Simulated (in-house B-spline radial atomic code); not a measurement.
Whole-atom quantities along the 41-electron series, configuration [Kr] 4d5. Breit and QED terms are first order and not part of the total energy; the density at the nucleus is averaged over the nuclear charge. Computed with a radial B-spline atomic code at the basis-set limit: Dirac-Hartree-Fock, average of the configuration, finite nuclei.

```json
{"ion": "Os35+", "Z": "76", "E/Z² (Eh)": "-2.8704", "Σ<r²> (bohr²)": "3.2182", "n(0)/Z³ (bohr⁻³)": "3.4896", "Lamb diamagnetic shielding (ppm)": "9170.64", "repulsion over attraction": "0.096323", "Breit energy (eV)": "498.12", "self-energy (eV)": "423.04", "vacuum polarisation (eV)": "-78.434", "Dirac less non-relativistic energy (Eh)": "-982.38"}
{"ion": "Ir36+", "Z": "77", "E/Z² (Eh)": "-2.8843", "Σ<r²> (bohr²)": "3.0954", "n(0)/Z³ (bohr⁻³)": "3.6388", "Lamb diamagnetic shielding (ppm)": "9343.73", "repulsion over attraction": "0.095018", "Breit energy (eV)": "521.04", "self-energy (eV)": "445.16", "vacuum polarisation (eV)": "-83.747", "Dirac less non-relativistic energy (Eh)": "-1042.56"}
{"ion": "Pt37+", "Z": "78", "E/Z² (Eh)": "-2.8981", "Σ<r²> (bohr²)": "2.9793", "n(0)/Z³ (bohr⁻³)": "3.7876", "Lamb diamagnetic shielding (ppm)": "9518.92", "repulsion over attraction": "0.093735", "Breit energy (eV)": "544.72", "self-energy (eV)": "468.25", "vacuum polarisation (eV)": "-89.379", "Dirac less non-relativistic energy (Eh)": "-1105.69"}
{"ion": "Au38+", "Z": "79", "E/Z² (Eh)": "-2.9119", "Σ<r²> (bohr²)": "2.8693", "n(0)/Z³ (bohr⁻³)": "3.9483", "Lamb diamagnetic shielding (ppm)": "9696.37", "repulsion over attraction": "0.092473", "Breit energy (eV)": "569.19", "self-energy (eV)": "492.36", "vacuum polarisation (eV)": "-95.367", "Dirac less non-relativistic energy (Eh)": "-1171.95"}
{"ion": "Hg39+", "Z": "80", "E/Z² (Eh)": "-2.9257", "Σ<r²> (bohr²)": "2.7651", "n(0)/Z³ (bohr⁻³)": "4.1125", "Lamb diamagnetic shielding (ppm)": "9876.11", "repulsion over attraction": "0.091232", "Breit energy (eV)": "594.47", "self-energy (eV)": "517.55", "vacuum polarisation (eV)": "-101.72", "Dirac less non-relativistic energy (Eh)": "-1241.42"}
{"ion": "Tl40+", "Z": "81", "E/Z² (Eh)": "-2.9395", "Σ<r²> (bohr²)": "2.6663", "n(0)/Z³ (bohr⁻³)": "4.2911", "Lamb diamagnetic shielding (ppm)": "10058.3", "repulsion over attraction": "0.090009", "Breit energy (eV)": "620.57", "self-energy (eV)": "543.84", "vacuum polarisation (eV)": "-108.48", "Dirac less non-relativistic energy (Eh)": "-1314.29"}
```

Task: With what power of Z does the column «Breit energy (eV)» change over this range?

Result: A fit of the logarithm of its size against log Z from Z = 76 to 81 has slope 3.45.
